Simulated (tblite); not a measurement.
Compound: C7H10ClF3.
Cartesian coordinates in Å at the GFN2-xTB level; atoms count from 1:
```
atom  x, y, z in Å
F1    -3.1055    1.0229    0.0435
C2    -2.3261    0.1139   -0.5670
F3    -3.0441   -1.0212   -0.6138
F4    -2.1863    0.5257   -1.8343
C5    -0.9968   -0.0756    0.1458
C6    -0.1643   -1.1402   -0.5718
C7     1.1700   -1.3331    0.1426
C8     1.9386   -0.0226    0.2520
Cl9    2.4426    0.5173   -1.3856
C10    1.0990    1.0636    0.9118
C11   -0.2352    1.2506    0.1958
H12   -1.2362   -0.4094    1.1618
H13   -0.7082   -2.0859   -0.6005
H14    0.0186   -0.8188   -1.5987
H15    1.7690   -2.0697   -0.3939
H16    0.9967   -1.7081    1.1542
H17    2.8702   -0.1719    0.8039
H18    1.6479    2.0058    0.9140
H19    0.9240    0.7710    1.9500
H20   -0.8293    2.0059    0.7130
H21   -0.0536    1.5969   -0.8232
```

Computed with GFN2-xTB (tblite): harmonic, unscaled wavenumbers at the GFN2-xTB geometry, gas phase. The method is semi-empirical: single wavenumbers can be off by several per cent or more. One conformer, not necessarily the lowest.

Harmonic wavenumbers (cm⁻¹): 52.2, 62.5, 152.3, 164.2, 189.5, 252.1, 317.2, 323.3, 358.9, 362.5, 436.4, 447.7, 512.0, 515.6, 565.7, 626.7, 718.4, 816.2, 831.3, 879.6, 936.3, 955.1, 967.8, 981.8, 1039.9, 1060.5, 1090.7, 1097.7, 1104.1, 1114.6, 1161.3, 1190.6, 1196.3, 1203.2, 1232.4, 1256.3, 1278.2, 1283.8, 1300.9, 1331.3, 1343.9, 1345.5, 1363.6, 1464.0, 1472.1, 1474.3, 1483.8, 2939.7, 2940.9, 2966.8, 2971.4, 2992.4, 2994.7, 2998.9, 3001.3, 3003.8, 3005.7.

A = 1838, B = 536.8, C = 528.4 MHz; mass 186.042 u (most abundant isotopes); point group Cs, symmetry number 1.

Q: Zero-point energy?

A: Half the sum of the wavenumbers: 35565 cm⁻¹ = 425.45 kJ/mol.

Q: What is S at 273.15 K and 1 bar for an ideal gas of classical rigid rotors and harmonic oscillators?

A: Translation 172.21, rotation 127.78, vibration 109.60: S = 409.6 J/(mol K).

Q: And Cp and H(273.15 K) − H(0)?

A: Cp = 160.60 J/(mol K), of which vibrations give 127.35 (their classical limit is 57 R = 473.9); H(273.15 K) − H(0) = 25.63 kJ/mol without the zero-point energy, 16.55 from vibrations.

Q: Which modes carry the vibrational entropy at 273.15 K?

A: 52.2 cm⁻¹: 19.08; 62.5 cm⁻¹: 17.59; 152.3 cm⁻¹: 10.37; 164.2 cm⁻¹: 9.78; 189.5 cm⁻¹: 8.67; 252.1 cm⁻¹: 6.54 J/(mol K); the other 51 give 37.58 together.

Q: How do the functions run with temperature in this model?

A: 
```tsv
T (K)	S (J/(mol K))	Cp (J/(mol K))	H − H(0) (kJ/mol)	G − H(0) (kJ/mol)	ln q(vib)
100	298.1	75.8	5.23	-24.59	1.51
200	365.6	124.1	15.23	-57.88	3.97
300	425.3	174.5	30.13	-97.46	6.62
500	537.3	267.4	74.77	-193.87	12.13
800	683.7	353.8	169.26	-377.71	20.41
1000	766.7	389.4	243.79	-522.93	25.62
```

q(vib) and H(0) count from the zero-point level.

Q: Blend soft modes into free rotors: weight 1/[1 + (100 cm⁻¹/ν̃)⁴] for the oscillator and the rest for a rotor with moment μB/(μ + B), μ = h/(8π²ν), B = 10⁻⁴⁴ kg m². What vibrational entropy results?

A: 101.64 J/(mol K) in place of 109.60, which changes −T·S at 273.15 K by +2.17 kJ/mol.

Q: What must be added to the electronic energy to get the Gibbs energy at 273.15 K and 1 bar?

A: ZPE + [H(273.15 K) − H(0)] − T·S = 425.45 + 25.63 − 111.88 = 339.20 kJ/mol.

Hindered rotation and anharmonicity are outside this model. Other conformers, if any are populated, would add a mixing term that is left out.
